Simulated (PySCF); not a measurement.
# Bonding in `c1ccn(C2[SiH2]C[SiH2]2)c1`

Compound: C6H11NSi2.
SMILES with atom numbers: `[cH:1]1[cH:2][cH:3][n:4]([CH:5]2[SiH2:6][CH2:7][SiH2:8]2)[cH:9]1` (hydrogens: H10 on C1; H11 on C2; H12 on C3; H13 on C5; H14, H15 on Si6; H16, H17 on C7; H18, H19 on Si8; H20 on C9)

Cartesian coordinates in Å at the PBE0-D3(BJ)/def2-SVP level; atoms count from 1:
```xyz
20
C6H11NSi2 angstrom
C      2.3878   -0.6543   -0.4970
C      2.1931    0.7481   -0.6041
C      0.8314    0.9712   -0.5975
N      0.1962   -0.2378   -0.4913
C     -1.2246   -0.4308   -0.4449
Si    -2.3707    0.3865    0.8671
C     -3.7672    0.3841   -0.4228
Si    -2.4385    0.2464   -1.7747
C      1.1368   -1.2315   -0.4291
H      3.3370   -1.1860   -0.4720
H      2.9626    1.5140   -0.6797
H      0.2625    1.8964   -0.6618
H     -1.4304   -1.5143   -0.3822
H     -1.9167    1.7746    1.1783
H     -2.5970   -0.3655    2.1395
H     -4.3773   -0.5318   -0.3577
H     -4.4407    1.2515   -0.4530
H     -2.7235   -0.6322   -2.9506
H     -2.0078    1.5946   -2.2509
H      0.8368   -2.2739   -0.3400
```

Bond orders from the PBE0/pcSseg-1 density (PySCF). Geometry: PBE0-D3(BJ)/def2-SVP, one conformer, isolated molecule.

Question: How far do the computed orders between heavy atoms stray from the drawn ones?

Answer: The largest departure is 0.365, at C3–N4 (drawn aromatic, 1.135) and N4–C9 (drawn aromatic, 1.138), counting aromatic bonds as 1.5. Drawn single, order below 0.88: C5–Si6 (0.868) and Si8–C5 (0.869). The bonds drawn aromatic range from 1.14 to 1.50.

Question: Give the Mayer order of every bond between heavy atoms, beside its length.

Answer: 
```csv
bond,drawn as,length (Å),Mayer order
C1–C2,aromatic,1.420,1.362
C2–C3,aromatic,1.380,1.503
C3–N4,aromatic,1.370,1.135
N4–C5,single,1.435,0.900
C5–Si6,single,1.924,0.868
Si6–C7,single,1.901,0.908
C7–Si8,single,1.901,0.909
N4–C9,aromatic,1.370,1.138
C9–C1,aromatic,1.379,1.497
Si8–C5,single,1.924,0.869
```

Bonds between the same two heavy elements. C–C: lowest C1–C2 (1.362, 1.420 Å), highest C2–C3 (1.503, 1.380 Å). C–N: lowest N4–C5 (0.900, 1.435 Å), highest N4–C9 and C3–N4 (1.138, 1.370 Å). C–Si: lowest C5–Si6 and Si8–C5 (0.868, 1.924 Å), highest C7–Si8 and Si6–C7 (0.909, 1.901 Å). Bonds named together lie within 0.004.

Question: And the bonds to hydrogen?

Answer: C–H: 0.91 to 0.99 (7 bonds); H–Si: 0.94 to 0.96 (4 bonds).

Question: Sum the orders of all bonds at each heavy atom with more than one neighbour and set the sums beside the valence in the SMILES.

Answer: C1 3.848 (drawn 4), C2 3.856 (drawn 4), C3 3.605 (drawn 4), N4 3.173 (drawn 3), C5 3.550 (drawn 4), Si6 3.681 (drawn 4), C7 3.690 (drawn 4), Si8 3.683 (drawn 4), C9 3.605 (drawn 4). Orders between atoms that aren't bonded are not in these sums.

The Mayer order sums products of elements of PS (density times overlap matrix) between the two atoms' basis functions, so it depends on the basis set.

The run behind these numbers computed NMR shieldings as well. The run took 27 s of wall time on one thread, AMD EPYC 9R45 (x86_64), shared host with 96 logical CPUs at a one-minute load of 41, and the process peaked at 1.1 GiB of memory.
